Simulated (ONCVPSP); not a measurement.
technetium: one change to an ONCV potential, before and after

- Element: technetium (Tc)
- Generator: ONCVPSP 4.0.1
- Type: optimised norm-conserving Vanderbilt (ONCV)
- Functional: PBEsol
- Relativity: scalar-relativistic
- Frozen core: [Kr]
- Valence charge: 7
- Reference configuration: 4d5 5s2
- Partial waves: 5s: rc 2.85 bohr, ncon 3, nbas 6, qcut 2.1 1/bohr, 2 projectors, debl 0.5 Ha; p scattering state at 0.08 Ha: rc 2.75 bohr, ncon 3, nbas 7, qcut 2.5 1/bohr, 3 projectors, debl 3.6 Ha; 4d: rc 2.40 bohr, ncon 4, nbas 8, qcut 7.9 1/bohr, 1 projector
- Local potential: polynomial inside 1.95 bohr (lpopt 5, dvloc0 6 Ha)
- Core correction: polynomial model core, fcfact 0.7

In the p channel the program set the typed energies aside and used 0.050, 3.650, 7.250 Ha.

Change: s: rc 4.18.

Cutoffs: the cutoffs (Ha) at which the residual kinetic energy of the hardest occupied pseudo-wave falls to 1 and 0.1 mHa per electron; they do not see the model core or the augmentation charge, which bear on the density cutoff. Errors are all-electron minus pseudo energies relative to the spin-unpolarised reference configuration.

Problem. How do hardness, ghosts and transferability respond?

Solution. The potential gets neither clearly harder nor softer (18 Ha and 21 Ha → 18 Ha and 21 Ha); the d channel sets the loose cutoff, while the largest relative change is in s, which becomes softer; of the 4 tests that both files solve, the error grows in 4 and shrinks in 0 by more than 15 % and 0.3 meV (median size 28.3 → 159.3 meV); neither file shows a bound ghost. More of the atom is replaced by a form fitted at one configuration, so other configurations suffer.

| quantity | base | changed |
| --- | --- | --- |
| cutoff, loose | 18 Ha | 18 Ha |
| cutoff, tight | 21 Ha | 21 Ha |
| loose cutoff by channel | s 3.7 Ha, d 18 Ha | s 1.3 Ha, d 18 Ha |
| bound ghosts | none | none |
| GHOST(+) flags under 300 eV | none | none |
| error for 4d5 5s1, meV [ΔE 8.20 eV] | -7.6 | -38 |
| error for 4d5 5s0, meV [ΔE 23.04 eV] | -49 | -280 |
| error for 4d4 5s0, meV [ΔE 51.73 eV] | -256 | -999 |
| error for 4d5 5s1 5p1, meV [ΔE 3.80 eV] | -3.6 | -36 |
| p: phases at 2.79 bohr within 0.05 rad from the reference energy up to (Ha; the scan ends near 5) | to the end of the scan | to the end of the scan |
| d: phases at 2.43 bohr within 0.05 rad from the reference energy up to (Ha; the scan ends near 5) | 0.6 | 0.6 |
| rms error of d²Exc/dni dnj with the model core, mHa | 0.73 | 1.62 |
